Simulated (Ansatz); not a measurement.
Relaxation of AlClFH₃S (7 atoms, charge 0, multiplicity 1), to a largest force component of 0.03 eV/Å in at most 50 steps.

Computed with RKS PBE-D4/def2-SVP (Ansatz 0.2.0).

```xyz
7
Properties=species:S:1:pos:R:3:forces:R:3
Al 0.060 -0.558 -0.470 0.03 -0.31 0.35
Cl -0.099 -0.032 2.908 0.14 -0.78 -0.49
F 1.461 0.330 -0.703 0.01 0.00 -0.01
H -1.353 -0.005 -0.915 0.00 0.01 0.01
S 0.378 -2.656 0.272 -0.11 0.37 -0.02
H -0.962 -2.925 0.235 0.06 0.03 0.00
H 0.149 -1.277 2.459 -0.13 0.68 0.17
```

Where does it end, and by what steps?

It converged. The force dipped under the threshold on the way, but the program's further checks kept it going. After 47 steps the energy has fallen by 0.959 eV; H7 moved furthest, 2.39 Å. Parted: Cl2–H7 (1.35 → 3.90 Å). Joined: Al1–Cl2 (3.42 → 2.14 Å), S5–H7 (2.60 → 1.37 Å).

```tsv
step	energy less start (eV)	largest force component (eV/Å)	accepted
0	0.0000	0.778	yes
2	-0.1815	0.437	yes
4	-0.2471	0.641	yes
6	-0.3142	0.667	yes
8	-0.5822	1.086	yes
10	-0.8735	0.282	yes
12	-0.8989	0.149	yes
14	-0.9223	0.112	yes
16	-0.9263	0.076	yes
18	-0.9272	0.037	yes
20	-0.9279	0.069	yes
22	-0.9285	0.054	yes
24	-0.9288	0.061	yes
26	-0.9290	0.016	yes
28	-0.9293	0.090	yes
30	-0.9302	0.099	yes
32	-0.9312	0.079	yes
34	-0.9312	0.408	no
36	-0.9364	0.043	yes
38	-0.9388	0.395	yes
40	-0.9473	0.094	yes
42	-0.9545	0.192	yes
44	-0.9586	0.043	yes
46	-0.9562	0.142	no
47	-0.9594	0.020	yes
```

```xyz
7
Properties=species:S:1:pos:R:3
Al -0.176 -0.064 0.116
Cl -1.057 0.403 2.009
F 1.515 -0.017 0.107
H -0.964 0.215 -1.229
S -0.220 -2.633 0.395
H -0.577 -2.468 1.704
H 1.112 -2.561 0.685
```

Whether the end is a true minimum wasn't checked by a vibrational analysis.

Run time: 55 s on 1 thread of Intel(R) Xeon(R) 6975P-C (Granite Rapids), with other jobs on the host, peak memory 0.16 GiB.
